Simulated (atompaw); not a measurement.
# Ni: variants of one PAW (atompaw) potential

Base potential:

```
Element                 : nickel (Ni)
Generator               : atompaw 4.2.0.5
Type                    : PAW
Functional              : PBE
Relativity              : scalar-relativistic
Frozen core             : [Ar]
Valence charge          : 10
Reference configuration : 3d8 4s2 4p0
Partial waves           : 4s (bound): rc 2.00 bohr; 4s channel at 0.25 Ry: rc 3.00 bohr; 4p (bound, empty): rc 3.00 bohr; 4p channel at 0.4 Ry: rc 3.00 bohr; 3d (bound): rc 0.95 bohr; 3d channel at -0.3 Ry: rc 0.95 bohr; 4f channel at 0.4 Ry: rc 3.00 bohr; 4f channel at 1 Ry: rc 3.00 bohr
Local potential         : vpsmatchnc scheme with l = 4 at 0.5 Ry, radius 2.10 bohr
Core correction         : smooth core density matched at 2.30 bohr
Augmentation charge     : besselshape compensation charge, radius 2.80 bohr; PAW radius 3.00 bohr; waves and projectors: custom polynom gramschmidtortho
```

Cutoffs, loose and tight: the cutoffs (Ry, on a coarse ladder) from which the occupation-weighted sum of valence levels, in a spherical-Bessel basis at the reference potential, stays within 10 and 1 mRy of its value at 400 Ry. They see the waves, projectors and local potential, not the compensation charge or the core. A dash means not determined.

A true bound ghost makes a file unfit for plane-wave use even where its test errors are small: the radial tests pick states by their node count and pass the ghost by.

```tsv
change	outcome	cutoff, loose	cutoff, tight	bound ghosts
base	generated	160 Ry	260 Ry	s
core correction smooth core density matched at 1.72 bohr	generated	160 Ry	260 Ry	s
removed wave 4f channel at 1 Ry: rc 3.00 bohr	generated	160 Ry	260 Ry	s
core [Ne], valence charge 18; reference 3s2 3p6 3d7 4s0 4p0; waves now 3s (bound): rc 1.15 bohr; 4s (bound): rc 1.25 bohr; 3p (bound): rc 1.05 bohr; 4p (bound): rc 1.30 bohr; 3d (bound): rc 1.25 bohr; 3d channel at -0.7 Ry: rc 1.30 bohr; 4f channel at 0.5 Ry: rc 0.90 bohr; 4f channel at 2.4 Ry: rc 1.30 bohr; local potential vpsmatchnc scheme with l = 4 at 0.5 Ry, radius 1.25 bohr; core correction smooth core density matched at 1.05 bohr; augmentation besselshape compensation charge, radius 0.95 bohr; PAW radius 1.30 bohr; waves and projectors: custom polynom gramschmidtortho	failed: atompaw: The overlap operator has at least one negative eigenvalue!	–	–	–
augmentation besselshape compensation charge, radius 2.80 bohr; PAW radius 3.00 bohr; waves and projectors: custom rrkj gramschmidtortho	failed: atompaw: The overlap operator has at least one negative eigenvalue!	–	–	–
all radii scaled by about 1.19 (s 2.38, p 3.56, d 1.12, f 3.56 bohr); local potential vpsmatchnc scheme with l = 4 at 0.5 Ry, radius 2.50 bohr; augmentation besselshape compensation charge, radius 3.32 bohr; PAW radius 3.56 bohr; waves and projectors: custom polynom gramschmidtortho; core correction smooth core density matched at 2.72 bohr	generated	120 Ry	200 Ry	none
wave 4f channel at 1 Ry: rc 3.00 bohr becomes 4f channel at 1 Ry: rc 2.78 bohr	generated	160 Ry	260 Ry	s
reference 3d8 4s1.75 4p0.25	generated	160 Ry	260 Ry	s
local potential vpsmatchnc scheme with l = 4 at 0.5 Ry, radius 1.50 bohr	failed: atompaw: The overlap operator has at least one negative eigenvalue!	–	–	–
local potential ultrasoft scheme with l = 4 at 0.5 Ry, radius 2.10 bohr	generated	160 Ry	260 Ry	none
augmentation besselshape compensation charge, radius 2.50 bohr; PAW radius 3.00 bohr; waves and projectors: custom polynom gramschmidtortho	generated	160 Ry	260 Ry	s
```
